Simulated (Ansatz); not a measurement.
System: SbF2, charge 0, doublet. SbF2 (SMILES [F][Sb][F], doublet).
B3LYP-D3(BJ)/def2-TZVP minimum from Ansatz (a first-principles code):
```
Sb
F 1 1.9207
F 1 1.9207 2 95.32
```
Charge 0, spin multiplicity 2.

Quantity: atomisation energy (electronic, to ground-state atoms), in kcal/mol. UHF or UKS for unpaired electrons; spin-orbit terms are left out. Cores are frozen in correlated methods (noble-gas shells, and filled d and f shells in the p block). Past Kr the def2 sets carry scalar-relativistic core potentials. CBS(X,Y): correlation extrapolated as X^-3, Hartree-Fock from the larger set. A bracket is a step between two methods taken in the basis named. Spin-orbit terms, left out, reach several kcal/mol for Br and I, and more for heavier atoms.

CCSD(T)/CBS(def2-TZVPP,def2-QZVPP) + [CCSDT(Q) - CCSD(T)]/def2-SVP (Ansatz) gives 205.4 kcal/mol.

**Question.** How far off this value is PBE/def2-TZVPD (Ansatz), in which direction, and how far these levels: B3LYP/def2-TZVPD, wB97M-V/def2-TZVPD, CCSD(T)/CBS(def2-TZVPP,def2-QZVPP)?

**Answer.** PBE gives 216.3 kcal/mol, 10.9 kcal/mol above it. Differences of the others: B3LYP/def2-TZVPD (Ansatz) -1.4; wB97M-V/def2-TZVPD (Ansatz) -2.4; CCSD(T)/CBS(def2-TZVPP,def2-QZVPP) (Ansatz) -0.9 kcal/mol.
